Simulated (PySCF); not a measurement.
**Simulated absorption spectrum**

Species: C3H7Cl3O2Si.
Structure used (PBE0-D3(BJ)/def2-SVP), in Å, numbered top down from 1:
```xyz
16
C3H7Cl3O2Si angstrom
C      2.994    1.961   -1.098
O      1.773    1.297   -1.290
Si     0.373    1.797   -1.987
O     -0.797    0.697   -1.679
C     -1.235    0.240   -0.423
C     -0.104    3.500   -1.222
Cl     1.004    4.739   -1.880
Cl    -1.777    3.900   -1.665
Cl     0.056    3.441    0.552
H      2.887    2.804   -0.396
H      3.714    1.245   -0.675
H      3.406    2.348   -2.045
H      0.448    1.984   -3.453
H     -0.389   -0.005    0.239
H     -1.865    0.996    0.075
H     -1.836   -0.669   -0.576
```

Method: TDDFT wB97X-D/def2-SVPD, vertical, gas phase, core orbitals frozen in the response (PySCF 2.14.0, density-fitted response routines).

Each state is given a Gaussian of 0.25 eV full width at half maximum, with ε(max) = 2.175×10⁸ f / Δν̃ (Δν̃ the width in cm⁻¹). The width is an assumption, not a result. The curve ends short of the highest state used, and states not computed would add to its high-energy end.

```tsv
λ (nm)	ε (L mol⁻¹ cm⁻¹)
172.3	6300
173.8	2891
175.3	996
176.8	284
178.3	147
179.8	247
181.3	449
182.8	641
184.3	709
185.8	614
187.4	407
188.9	220
190.4	97
191.9	37
193.4	22
194.9	40
196.4	98
197.9	206
199.4	352
201.0	500
202.5	569
204.0	540
205.5	430
207.0	290
208.5	166
210.0	82
211.5	35
213.0	13
214.6	4
216.1	1
```

Problem. Locate the maxima and give the states behind the curve.

Solution. 203 nm (6.11 eV), ε about 570, made up of S1 (100%); 184 nm (6.73 eV), ε about 710, made up of S3 (65%) and S4 (35%) (ε in L mol⁻¹ cm⁻¹; maxima over ε = 5, shares over 10%). At its high-energy end, 7.20 eV, the curve is still rising (ε about 6600, from S5 and S7). The states used: S1 6.11 eV (f 0.0053); S2 6.58 eV (f 0.0000); S3 6.71 eV (f 0.0043); S4 6.77 eV (f 0.0025); S5 7.28 eV (f 0.045); S6 7.34 eV (f 0.0081); S7 7.34 eV (f 0.057); S8 7.41 eV (f 0.0065); S9 7.68 eV (f 0.0029); S10 7.80 eV (f 0.0044).

Problem. Coming from long wavelengths, where does ε first pass 100 L mol⁻¹ cm⁻¹?

Solution. At about 210 nm (5.92 eV), 0.20 eV below S1.

Problem. On this curve, what absorbance would a 10⁻⁵ mol/L sample give at 193 nm over a 1 cm path?

Solution. 193 nm is 6.424 eV, where ε is about 22 L mol⁻¹ cm⁻¹, so A = ε c l ≈ 0.00022 (Beer–Lambert, with the gas-phase spectrum and the assumed width).

Problem. What would ε be at 6.73 eV, the highest of these maxima, with half the width (0.125 eV)?

Solution. About 1280 L mol⁻¹ cm⁻¹ against 710, a factor of about 1.8; a lone state at its own centre would give exactly 2.

All these states lie below the vertical ionisation energy of 10.12 eV (ΔSCF).

Hardware: one thread, Arm Neoverse V1 (aarch64), no GPU, shared host with 32 logical CPUs at a one-minute load of 18. Cost: 6.9 min, 1.4 GiB resident at most.

One conformer stands for the species.
